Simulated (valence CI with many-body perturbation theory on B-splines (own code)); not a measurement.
## E1 line list for Hg LXXIV

Calculated by valence CI with perturbative core correlation (CI+MBPT): five valence electrons over a frozen Dirac-Fock core [He], a basis of 9 s, 9 p, 8 d, 6 f, 3 g, 1 h functions for each j, with the one-electron correlation potential Σ1 (screened to all orders), the two-electron term Σ2, the three-electron term Σ3, Breit, model QED; selected single and double excitations, second order for the rest (own B-spline code, finite nucleus).

The last digits are not significant, and no measured levels were compared; by estimate large intervals hold to a few tenths of a per cent, small ones and those within an open d or f shell to about a per cent. Among the levels kept, up to 1200 cm⁻¹ of a level comes from second order outside the variational space, and about a tenth of that is noise between levels of different J, which matters for small intervals.

Lines 101 to 150 of 264 in falling wavelength, among levels below 1005.6 Ry, chosen from the strongest by gf and those to the six lowest levels. Wavelengths and rates use the calculated energies. Electric multipoles are in the length gauge, E1 and E2 with the static RPA response of the core. Weak lines are less certain than strong ones. Lines between different terms over intervals too small for the method are left out, as are lines whose strength nearly cancels. The highest levels of a list are the least certain.

Levels are named by their leading jj configuration (3d3/2^4 stands for four electrons in 3d with j = 3/2), which in mixed levels can hold well under half, so a name can repeat and another be missing. Letters in brackets count levels of one name in rising energy.

| λ vac (nm) | Upper | Lower | A (s⁻¹) | S (a.u.) with core polarisation | S without |
| --- | --- | --- | --- | --- | --- |
| 0.5018 | (2p1/2 2p3/2^4) J=1/2 | (2s 2p1/2 2p3/2^3) J=3/2 [b] | 5.61e+13 | 7.00e-03 | 7.00e-03 |
| 0.5013 | (2s 2p1/2^2 2p3/2 3d3/2) J=3/2 [b] | (2s^2 2p1/2^2 3d3/2) J=3/2 | 2.64e+13 | 6.56e-03 | 6.57e-03 |
| 0.5011 | (2p1/2^2 2p3/2^3) J=3/2 | (2s 2p1/2^2 2p3/2^2) J=3/2 | 4.11e+13 | 1.02e-02 | 1.02e-02 |
| 0.5009 | (2p1/2^2 2p3/2^3) J=3/2 | (2s 2p1/2^2 2p3/2^2) J=1/2 | 9.67e+12 | 2.40e-03 | 2.40e-03 |
| 0.5004 | (2p1/2 2p3/2^4) J=1/2 | (2s 2p1/2 2p3/2^3) J=1/2 | 2.68e+13 | 3.32e-03 | 3.32e-03 |
| 0.5003 | (2s 2p1/2^2 2p3/2 3s) J=1/2 | (2s^2 2p1/2^2 3s) J=1/2 | 2.79e+13 | 3.44e-03 | 3.45e-03 |
| 0.5002 | (2s 2p1/2^2 2p3/2 3d3/2) J=5/2 [b] | (2s^2 2p1/2^2 3d3/2) J=3/2 | 2.42e+13 | 8.98e-03 | 8.99e-03 |
| 0.5002 | (2s 2p1/2^2 2p3/2 3p1/2) J=1/2 | (2s^2 2p1/2^2 3p1/2) J=1/2 | 2.82e+13 | 3.48e-03 | 3.48e-03 |
| 0.5001 | (2s 2p3/2^4) J=1/2 | (2s^2 2p3/2^3) J=3/2 | 4.34e+13 | 5.36e-03 | 5.37e-03 |
| 0.5000 | (2s 2p1/2^2 2p3/2 3p1/2) J=3/2 [b] | (2s^2 2p1/2^2 3p1/2) J=1/2 | 2.74e+13 | 6.76e-03 | 6.76e-03 |
| 0.4982 | (2s 2p1/2^2 2p3/2 3p3/2) J=3/2 [b] | (2s^2 2p1/2^2 3p3/2) J=3/2 | 2.68e+13 | 6.53e-03 | 6.54e-03 |
| 0.4981 | (2s 2p1/2^2 2p3/2 3s) J=3/2 [b] | (2s^2 2p1/2^2 3s) J=1/2 | 2.59e+13 | 6.31e-03 | 6.32e-03 |
| 0.4981 | (2s 2p1/2^2 2p3/2 3d3/2) J=1/2 [b] | (2s^2 2p1/2^2 3d3/2) J=3/2 | 2.85e+13 | 3.48e-03 | 3.49e-03 |
| 0.4971 | (2s 2p1/2^2 2p3/2 3p3/2) J=1/2 [b] | (2s^2 2p1/2^2 3p3/2) J=3/2 | 2.63e+13 | 3.19e-03 | 3.19e-03 |
| 0.4929 | (2s 2p1/2^2 2p3/2^2) J=1/2 | (2s^2 2p1/2^2 2p3/2) J=3/2 | 2.27e+13 | 2.68e-03 | 2.68e-03 |
| 0.4927 | (2s 2p1/2^2 2p3/2^2) J=3/2 | (2s^2 2p1/2^2 2p3/2) J=3/2 | 4.28e+13 | 1.01e-02 | 1.01e-02 |
| 0.4899 | (2s 2p1/2 2p3/2^3) J=3/2 [b] | (2s^2 2p1/2 2p3/2^2) J=5/2 | 3.65e+13 | 8.48e-03 | 8.49e-03 |
| 0.4869 | (2s 2p1/2 2p3/2^3) J=1/2 | (2s^2 2p1/2 2p3/2^2) J=3/2 | 3.76e+13 | 4.29e-03 | 4.29e-03 |
| 0.4855 | (2s 2p1/2 2p3/2^3) J=3/2 [b] | (2s^2 2p1/2 2p3/2^2) J=3/2 | 1.70e+12 | 3.83e-04 | 3.84e-04 |
| 0.4779 | (2p1/2^2 2p3/2^3) J=3/2 | (2s 2p1/2^2 2p3/2^2) J=5/2 | 1.15e+13 | 2.49e-03 | 2.49e-03 |
| 0.2798 | (2s 2p1/2 2p3/2^3) J=3/2 [a] | (2s^2 2p1/2^2 2p3/2) J=3/2 | 2.93e+10 | 1.27e-06 | 1.27e-06 |
| 0.2771 | (2s 2p1/2 2p3/2^3) J=5/2 | (2s^2 2p1/2^2 2p3/2) J=3/2 | 3.35e+09 | 2.11e-07 | 2.11e-07 |
| 0.2725 | (2s 2p1/2 2p3/2^3) J=1/2 | (2s^2 2p1/2^2 2p3/2) J=3/2 | 1.31e+11 | 2.62e-06 | 2.62e-06 |
| 0.2721 | (2s 2p1/2 2p3/2^3) J=3/2 [b] | (2s^2 2p1/2^2 2p3/2) J=3/2 | 7.41e+10 | 2.95e-06 | 2.95e-06 |
| 0.2712 | (2s 2p3/2^4) J=1/2 | (2s^2 2p1/2 2p3/2^2) J=3/2 | 1.73e+11 | 3.40e-06 | 3.40e-06 |
| 0.1569 | (2s^2 2p1/2^2 3p1/2) J=1/2 | (2s 2p1/2^2 2p3/2^2) J=1/2 | 7.62e+10 | 2.91e-07 | 2.91e-07 |
| 0.1510 | (2s^2 2p1/2^2 3s) J=1/2 | (2s^2 2p1/2 2p3/2^2) J=1/2 | 1.87e+10 | 6.37e-08 | 6.37e-08 |
| 0.1457 | (2s^2 2p1/2^2 3p3/2) J=3/2 | (2s 2p1/2^2 2p3/2^2) J=1/2 | 2.35e+10 | 1.44e-07 | 1.44e-07 |
| 0.1437 | (2s^2 2p1/2^2 3p3/2) J=3/2 | (2s 2p1/2^2 2p3/2^2) J=5/2 | 1.27e+11 | 7.47e-07 | 7.46e-07 |
| 0.1372 | (2s^2 2p1/2^2 3d3/2) J=3/2 | (2s^2 2p1/2 2p3/2^2) J=1/2 | 3.36e+10 | 1.72e-07 | 1.72e-07 |
| 0.1363 | (2s^2 2p1/2^2 3d3/2) J=3/2 | (2s^2 2p1/2 2p3/2^2) J=5/2 | 3.60e+09 | 1.80e-08 | 1.80e-08 |
| 0.1360 | (2s^2 2p1/2^2 3d3/2) J=3/2 | (2s^2 2p1/2 2p3/2^2) J=3/2 | 7.76e+10 | 3.85e-07 | 3.86e-07 |
| 0.1339 | (2s^2 2p1/2^2 3d5/2) J=5/2 | (2s^2 2p1/2 2p3/2^2) J=5/2 | 8.93e+09 | 6.35e-08 | 6.37e-08 |
| 0.1336 | (2s^2 2p1/2^2 3d5/2) J=5/2 | (2s^2 2p1/2 2p3/2^2) J=3/2 | 4.83e+09 | 3.41e-08 | 3.41e-08 |
| 0.1250 | (2s^2 2p1/2 2p3/2 3p1/2) J=1/2 | (2s 2p1/2^2 2p3/2^2) J=1/2 | 9.96e+09 | 1.92e-08 | 1.91e-08 |
| 0.1249 | (2s^2 2p1/2 2p3/2 3p1/2) J=3/2 [a] | (2s 2p1/2^2 2p3/2^2) J=1/2 | 7.73e+10 | 2.97e-07 | 2.97e-07 |
| 0.1241 | (2s^2 2p1/2 2p3/2 3p1/2) J=3/2 [b] | (2s 2p1/2^2 2p3/2^2) J=1/2 | 7.41e+11 | 2.80e-06 | 2.79e-06 |
| 0.1234 | (2s^2 2p1/2 2p3/2 3p1/2) J=3/2 [a] | (2s 2p1/2^2 2p3/2^2) J=5/2 | 2.56e+10 | 9.49e-08 | 9.47e-08 |
| 0.1232 | (2s^2 2p1/2 2p3/2 3p1/2) J=5/2 | (2s 2p1/2^2 2p3/2^2) J=5/2 | 2.72e+11 | 1.51e-06 | 1.51e-06 |
| 0.1226 | (2s^2 2p1/2 2p3/2 3p1/2) J=3/2 [b] | (2s 2p1/2^2 2p3/2^2) J=5/2 | 9.26e+11 | 3.37e-06 | 3.37e-06 |
| 0.1217 | (2s 2p1/2^2 2p3/2 3s) J=3/2 [a] | (2s 2p1/2^2 2p3/2^2) J=1/2 | 1.12e+14 | 3.98e-04 | 3.98e-04 |
| 0.1212 | (2s^2 2p1/2 2p3/2 3s) J=3/2 [a] | (2s^2 2p1/2 2p3/2^2) J=1/2 | 1.03e+12 | 3.61e-06 | 3.61e-06 |
| 0.1210 | (2s^2 2p1/2 2p3/2 3s) J=1/2 | (2s^2 2p1/2 2p3/2^2) J=1/2 | 1.17e+14 | 2.04e-04 | 2.04e-04 |
| 0.1209 | (2s 2p1/2^2 2p3/2 3s) J=1/2 | (2s 2p1/2^2 2p3/2^2) J=3/2 | 2.78e+14 | 4.85e-04 | 4.84e-04 |
| 0.1209 | (2s 2p1/2^2 2p3/2 3s) J=1/2 | (2s 2p1/2^2 2p3/2^2) J=1/2 | 1.21e+14 | 2.12e-04 | 2.11e-04 |
| 0.1208 | (2s^2 2p1/2 2p3/2 3s) J=3/2 [b] | (2s^2 2p1/2 2p3/2^2) J=1/2 | 1.15e+14 | 4.02e-04 | 4.02e-04 |
| 0.1207 | (2s 2p1/2^2 2p3/2 3s) J=3/2 [b] | (2s 2p1/2^2 2p3/2^2) J=3/2 | 1.48e+14 | 5.14e-04 | 5.13e-04 |
| 0.1207 | (2s 2p1/2^2 2p3/2 3s) J=3/2 [b] | (2s 2p1/2^2 2p3/2^2) J=1/2 | 2.04e+11 | 7.07e-07 | 7.07e-07 |
| 0.1207 | (2s 2p1/2^2 2p3/2 3s) J=5/2 | (2s 2p1/2^2 2p3/2^2) J=5/2 | 1.60e+14 | 8.34e-04 | 8.33e-04 |
| 0.1205 | (2s^2 2p1/2 2p3/2 3s) J=3/2 [a] | (2s^2 2p1/2 2p3/2^2) J=5/2 | 3.23e+13 | 1.11e-04 | 1.11e-04 |
